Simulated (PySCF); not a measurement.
Zn2O: breathing scan

Computed with UPBE0 in PySCF with O def2-SVP, Zn def2-SVP; no relativity; density-fitted integrals.

Rigid scan from the triplet minimum (O–Zn 1.807 Å (×2); Zn–O–Zn 118.3°). Coordinate: all bonds to the central atom scaled together. Energies in kJ/mol from the minimum.

Question: Predict the curve at 0.88, 0.92, 0.96, 1.00, 1.04, 1.08, 1.14, 1.22, 1.35.

Answer: 
```csv
scale of all bonds to the centre,E (kJ/mol),dipole size (D),⟨S²⟩
0.88,134.9,1.21,2.00
0.92,51.7,1.40,2.00
0.96,11.2,1.57,2.01
1.00,0.0,1.69,2.01
1.04,8.2,1.77,2.01
1.08,28.3,1.80,2.02
1.14,68.6,1.75,2.03
1.22,124.2,1.63,2.04
1.35,197.2,1.54,2.04
```

Other isomers or separated fragments may lie lower.
